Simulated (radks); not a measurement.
The numbers below are computed, except where a source is named.
Ionisation of neutral titanium, [Ar] 3d2 4s2, to Ti+, [Ar] 3d2 4s1, under several functionals. Scalar-relativistic Kohn-Sham, spin-polarised, spherical densities, point nucleus; open shells are filled with parallel spins first; a radial shooting solver on a logarithmic mesh with Libxc functionals.

functional                                        E(Ti) (hartree)  Exc (hartree)  IE (eV)  -e(HOMO) (eV)  <r> HOMO (bohr)  IE error (eV)
XLYP                                                   -854.05159      -42.42667    6.893          4.117            3.593         +0.065
B86b exchange with PBE correlation                     -853.83094      -42.20298    6.708          4.194            3.599         -0.120
LDA (Slater exchange, Perdew-Zunger correlation)       -851.74642      -40.06881    6.962          4.328            3.569         +0.134
PBEsol                                                 -852.62704      -40.96923    6.654          4.170            3.606         -0.174
BLYP                                                   -853.85849      -42.22921    6.824          4.095            3.589         -0.004
AM05                                                   -851.90186      -40.22906    6.614          4.105            3.630         -0.215
LDA (Slater exchange, Perdew-Wang correlation)         -851.75049      -40.07349    6.936          4.304            3.576         +0.108

NIST Atomic Spectra Database: 6.828 eV (measured). Closest: BLYP. The Delta-SCF values span 0.35 eV, the total energies 2.31 hartree. The highest occupied level is 4s. Open shells are spherical and high-spin; term and fine-structure splittings are not resolved.
